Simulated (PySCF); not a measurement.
**A survey of ²⁹Si NMR shifts**

PySCF calculation with structure optimised with GFN2-xTB and GIAO PBE0/pcSseg-1 shieldings; non-relativistic Hamiltonian, fast rotation and ring inversion assumed for equivalent nuclei, isolated molecule, single conformer.

Shieldings were converted by a linear fit to measured shifts: ²⁹Si (scatter 8.9 ppm rms, 25.8 ppm with the 6 outliers that the fit left out vs TMS, solution or neat liquid). A few per cent of atoms miss by over 2 rms, more outside the fitted compound classes.

**Question.** Give the ²⁹Si shifts of `C=C([SiH2]N)C(C)=O`, `C[SiH2]C[C@@H](CF)[SiH2]C#N`, `CN[SiH2]C#C[C@H](F)[SiH2]C`.

**Answer.** 
| compound | environment | δ (ppm) |
| --- | --- | --- |
| C=C([SiH2]N)C(C)=O | silicon bonded to C, N, 2 H | -46.3 |
| [CH3:1][SiH2:2][CH2:3][C@@H:4]([CH2:5][F:6])[SiH2:7][C:8]#[N:9] | Si2: silicon bonded to 2 C, 2 H | -40.1 |
| [CH3:1][SiH2:2][CH2:3][C@@H:4]([CH2:5][F:6])[SiH2:7][C:8]#[N:9] | Si7: silicon bonded to 2 C, 2 H | -56.5 |
| [CH3:1][NH:2][SiH2:3][C:4]#[C:5][C@H:6]([F:7])[SiH2:8][CH3:9] | Si8: silicon bonded to 2 C, 2 H | -39.1 |
| [CH3:1][NH:2][SiH2:3][C:4]#[C:5][C@H:6]([F:7])[SiH2:8][CH3:9] | Si3: silicon bonded to C, N, 2 H | -58.7 |

**Question.** Order these by ²⁹Si shift, lowest first.
A. CC(=O)CSCC[SiH3]
B. CC(=O)[C@@H]1CN[SiH2]1
C. C=N[SiH2]C(=C)OC

**Answer.** A (-66.7 ppm, silicon bonded to C, 3 H), C (-39.8 ppm, silicon bonded to C, N, 2 H), B (-13.4 ppm, silicon bonded to C, N, 2 H, in a 4-membered ring).
